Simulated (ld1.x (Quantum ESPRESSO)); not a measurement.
**Scattering properties, RRKJ potential for silicon (Si)**

Si, norm-conserving RRKJ (Kleinman–Bylander form), made with ld1.x (Quantum ESPRESSO) 7.5 (PBE, scalar-relativistic). Core [He], reference 2s2 2p6 3s2 3p1.75 (charge +0.25). Waves: 2p (bound): rc 0.90 bohr; 3d channel at 0.2 Ry: rc 0.90 bohr; 2s (bound): rc 0.55 bohr. Local part: the s channel. Core correction: none.

Occupied shells without a wave of their own: 3p, 3s. They enter only through the test configuration that unscreens the potential.

The phase is arctan(r·u′/u) with u = r·R(r), unwrapped; energies in Ry, scanned from -12 to 5 Ry. A pole is an energy at which the radial function vanishes at the test radius. The pseudo phase is shifted by a multiple of π to meet the all-electron one at the reference energy, and phase errors are pseudo minus all-electron; the curves can meet again beyond the range given. Levels narrower than the energy grid can be missing from the lists of poles.

Question: For each channel, where are the poles, and over which energies does the pseudopotential scatter like the atom?

Answer:

```json
{"channel": "s", "radius (bohr)": "1.00", "reference energy (Ry)": "-10.41", "poles, all-electron": "-8.50", "poles, pseudo": "-8.51", "unbroken range about the reference energy with phases within 0.05 rad": "the whole range", "phase error 1 Ry above the reference energy (rad)": "-0.000"}
{"channel": "p", "radius (bohr)": "1.00", "reference energy (Ry)": "-7.18", "poles, all-electron": "-5.57", "poles, pseudo": "-5.55", "unbroken range about the reference energy with phases within 0.05 rad": "below 3.4", "phase error 1 Ry above the reference energy (rad)": "+0.001"}
{"channel": "d", "radius (bohr)": "1.00", "reference energy (Ry)": "0.20", "poles, all-electron": "none", "poles, pseudo": "none", "unbroken range about the reference energy with phases within 0.05 rad": "the whole range", "phase error 1 Ry above the reference energy (rad)": "+0.000"}
```

Phases in the s channel:

| E (Ry) | all-electron | pseudo |
| --- | --- | --- |
| -12.00 | 0.270 | 0.268 |
| -11.52 | -0.264 | -0.265 |
| -11.04 | -0.786 | -0.786 |
| -10.56 | -1.116 | -1.116 |
| -10.08 | -1.306 | -1.306 |
| -9.60 | -1.423 | -1.423 |
| -9.12 | -1.501 | -1.501 |
| -8.64 | -1.558 | -1.558 |
| -8.16 | -1.600 | -1.601 |
| -7.68 | -1.635 | -1.635 |
| -7.20 | -1.663 | -1.663 |
| -6.72 | -1.687 | -1.688 |
| -6.24 | -1.708 | -1.709 |
| -5.76 | -1.728 | -1.728 |
| -5.28 | -1.745 | -1.746 |
| -4.80 | -1.762 | -1.763 |
| -4.32 | -1.778 | -1.779 |
| -3.84 | -1.793 | -1.795 |
| -3.36 | -1.808 | -1.810 |
| -2.88 | -1.824 | -1.825 |
| -2.40 | -1.839 | -1.841 |
| -1.92 | -1.855 | -1.857 |
| -1.44 | -1.871 | -1.873 |
| -0.96 | -1.888 | -1.891 |
| -0.48 | -1.905 | -1.909 |
| 0.00 | -1.924 | -1.928 |
| 0.48 | -1.944 | -1.949 |
| 0.96 | -1.966 | -1.972 |
| 1.44 | -1.990 | -1.996 |
| 1.92 | -2.016 | -2.023 |
| 2.40 | -2.044 | -2.054 |
| 2.88 | -2.076 | -2.087 |
| 3.36 | -2.112 | -2.125 |
| 3.84 | -2.153 | -2.169 |
| 4.32 | -2.199 | -2.219 |
| 4.80 | -2.253 | -2.277 |
